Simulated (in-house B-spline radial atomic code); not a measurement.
RPA and G0W0 on PBE: F6+

Configuration [He] 2s1, highest spin, mean-field start PBE. Computed with an all-electron radial atomic-structure program (B-spline basis): all electrons, scalar-relativistic (spin-free one-electron X2C), finite nucleus, each spin shell either full or empty, empty states to l = 9 with an (l + 1/2)⁻⁴ tail; G0W0 by contour deformation at full frequency.

Command:
```bash
python run_gw.py task.json out
```
Settings (radii: box in bohr, nucleus in fm):
```
Z                        9
electrons                3
configuration            [He] 2s1
hamiltonian              x2c
method                   pbe,pbe
lmax                     9
rms_radius               2.8976
spin_polarised           True
box_radius               9.29
intervals                68
ion_configuration        1s2
```

Time taken, with all properties: 2.1 s on 1 thread of Arm Neoverse N1, on a shared host.

Energies (hartree):

```tsv
term	value
mean-field total	-82.33804
Hartree-Fock functional on these orbitals	-82.35964
direct second order	-0.19139
second-order exchange	0.13869
SOSEX correction	0.11234
```

**Question.** What is the RPA correlation energy, and what remains with SOSEX?

**Answer.** RPA gives -0.16292 hartree (-1.48 eV per electron); RPA + SOSEX gives -0.05058, and the second-order doubles -0.052697 hartree (no singles). SOSEX takes back 69 % of the RPA value.

Quasi-particle levels (eV):

```
  level  occupied  mean field  Σx - vxc     Σc  QP weight     G0W0
  2s up       yes     -173.87    -11.23      ?          ?        ?
1s down       yes     -856.42    -53.95   3.62      0.958  -906.76
  1s up       yes     -858.42    -56.15   3.94      0.942  -910.63
2s down        no     -163.09      9.86  -4.27      0.886  -157.50
```

G0W0 = mean field + (Σx - vxc) + Σc, with Σc (partial-wave tail included) taken at the quasi-particle energy.

**Question.** Where does G0W0 put 2s up?

**Answer.** At -187.26 eV, with Σc = -2.16 eV and a quasi-particle weight of 0.958. The tabulated removal energy is 185.187 eV (NIST, measured).

**Question.** What does it cost to remove one electron (to 1s2) by differences of total energies, each species on its own start (correlation terms add to the Hartree-Fock functional)?

**Answer.** PBE 185.89 eV, Hartree-Fock functional 185.05 eV, + RPA 186.98 eV, + RPA + SOSEX 185.18 eV, + second order 185.20 eV. Tabulated: 185.187 eV (NIST, measured).
